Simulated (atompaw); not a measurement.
# Logarithmic derivatives: thallium (Tl), PAW (atompaw)

- Element: thallium (Tl)
- Generator: atompaw 4.2.0.5
- Type: PAW
- Functional: PBEsol
- Relativity: scalar-relativistic
- Frozen core: [Xe] 4f14
- Valence charge: 13
- Reference configuration: 5d10 6s2 6p0 (charge +1)
- Partial waves: 6s (bound): rc 2.40 bohr; 6s channel at -0.05 Ry: rc 2.25 bohr; 6p (bound, empty): rc 2.40 bohr; 6p channel at -0.3 Ry: rc 2.40 bohr; 5d (bound): rc 2.40 bohr; 5d channel at 0.7 Ry: rc 2.40 bohr
- Local potential: bessel scheme, radius 1.55 bohr
- Core correction: smooth core density matched at 1.30 bohr
- Augmentation charge: besselshape compensation charge, radius 2.15 bohr; PAW radius 2.40 bohr; waves and projectors: custom rrkj gramschmidtortho

The phase is arctan(r·u′/u) with u = r·R(r), unwrapped; energies in Ry, scanned from -4 to 5 Ry. A pole is an energy at which the radial function vanishes at the test radius. The pseudo phase is shifted by a multiple of π to meet the all-electron one at the reference energy, and phase errors are pseudo minus all-electron; the curves can meet again beyond the range given. Levels narrower than the energy grid can be missing from the lists of poles.

| channel | radius (bohr) | reference energy (Ry) | poles, all-electron | poles, pseudo | unbroken range about the reference energy with phases within 0.05 rad | phase error 1 Ry above the reference energy (rad) |
| --- | --- | --- | --- | --- | --- | --- |
| s | 2.41 | -1.20 | 0.92 | 0.91, 1.29 | below 1.2 | -0.000 |
| p | 2.41 | -0.60 | 2.92 | 2.33, 3.74 | below 2.3 | -0.001 |
| d | 2.41 | -1.67 | -1.36 | -1.36, 3.56 | below 1.7 | -0.001 |

Phases in the d channel:

| E (Ry) | all-electron | pseudo |
| --- | --- | --- |
| -4.00 | 1.332 | 1.333 |
| -3.52 | 1.306 | 1.306 |
| -3.04 | 1.263 | 1.264 |
| -2.56 | 1.177 | 1.177 |
| -2.08 | 0.816 | 0.816 |
| -1.60 | -1.350 | -1.350 |
| -1.12 | -1.666 | -1.667 |
| -0.64 | -1.766 | -1.767 |
| -0.16 | -1.841 | -1.841 |
| 0.32 | -1.924 | -1.924 |
| 0.80 | -2.044 | -2.044 |
| 1.28 | -2.258 | -2.263 |
| 1.76 | -2.722 | -2.785 |
| 2.24 | -3.532 | -3.741 |
| 2.72 | -4.095 | -4.312 |
| 3.20 | -4.349 | -4.573 |
| 3.68 | -4.479 | -4.755 |
| 4.16 | -4.557 | -4.976 |
| 4.64 | -4.610 | -5.475 |
